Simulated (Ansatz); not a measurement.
Several settings on one geometry of Sn(NH2)H3 (SnNH₅) (that of the charge 0 singlet, r2SCAN-D4/def2-TZVP). Ansatz on 4 threads of Arm Neoverse V2 on a shared host; times are rough.

```xyz
7

Sn    0.010    0.021   -0.764
N     0.138    0.253    1.260
H     0.651   -0.506    1.697
H    -0.777    0.271    1.699
H     1.620    0.004   -1.322
H    -0.853    1.377   -1.326
H    -0.790   -1.421   -1.244
```

Totals from different functionals, basis sets or treatments of relativity can't be compared as stabilities.

In the def2 sets Sn takes a core potential; there is no spin–orbit coupling.

Scalar relativity in a set contracted without it gives distorted totals.

**Question.** Give the basis size and estimate the energy, ⟨S²⟩, dipole and time of these runs.

```tsv
run	method	charge	state	further keys
1	RKS RPBE-D4/STO-3G	0	singlet	pseudopotentials: {relativity: scalar}; accuracy: high; scf: {omitted_lower_state_checks: [starts]}
2	RKS ωPBEh/def2-mTZVPP	0	singlet	scf: {omitted_lower_state_checks: [starts]}; forces asked
3	RKS SVWN5/def2-SVPD	0	singlet	pseudopotentials: {relativity: none}; scf: {omitted_lower_state_checks: [starts]}; forces asked
```

**Answer.** 
| run | functions | energy (Eh) | ⟨S²⟩ | dipole (D) | wall time |
| --- | --- | --- | --- | --- | --- |
| 1 | 37 | -6126.4300 | – | – | 0.65 s |
| 2 | 85 | -271.9920 | – | 1.10 | 0.85 s |
| 3 | 92 | -271.1595 | – | 1.07 | 0.4 s |
